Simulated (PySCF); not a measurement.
## Structure elucidation problem

Molecular formula: C2H6B3NO3. Simulated spectra:

¹H NMR (300 MHz, computed): δ 8.14 (q, J = 2.4 Hz, 1H), 4.68 (br, 2H), 3.90 (d, J = 2.4 Hz, 3H).

¹³C{¹H} NMR (computed): δ 173.8 (CH), 57.9 (CH3).

PySCF calculation with J couplings at B3LYP/pcJ-1 (spin–dipole term only in couplings to heteroatoms), shieldings: GIAO PBE0/pcSseg-1 and geometry: PBE0-D3(BJ)/def2-SVP; single conformer, non-relativistic Hamiltonian, gas phase, equivalent nuclei averaged.

References, each an isolated molecule treated in the same way: ¹H, ¹³C vs TMS.

**Question.** Propose a structure and justify it.

**Answer.** 
2 carbon signals for 2 carbons: no two carbons are equivalent. Carbon types of the structure: 1 × CH, 1 × CH3, leaving 2 H on heteroatoms. δC 173.8: C=N carbon. δC 57.9: methyl carbon bonded to N; deshielded by the electronegative neighbour. δH 8.14: hydrogen on a C=N carbon. δH 4.68: hydrogen on a boron bonded to 2 O, in a 6-membered ring. δH 3.90: hydrogen on a methyl carbon bonded to N; its carbon carries N, which withdraws density.

The compound is SMILES C/N=C/B1OBOBO1.

This is the structure that produced the data.

Hydrogens on boron are broadened and split by ¹¹B (spin 3/2, 80 %) and 10B (spin 3). A carbon bonded to boron is broadened by the quadrupolar boron nucleus and is often missing from a measured spectrum. Multiplet labels drop couplings under 1 Hz and merge nearly equal ones. Shifts are as computed. Against solution values, carbons near 30 ppm lie about +2 ppm off and those near 130 ppm about +5 ppm. Of 1313 compounds with measured shifts, 239 miss one by over three times the rms of a fit or turn the order of signals round; such compounds aren't used in these exercises.
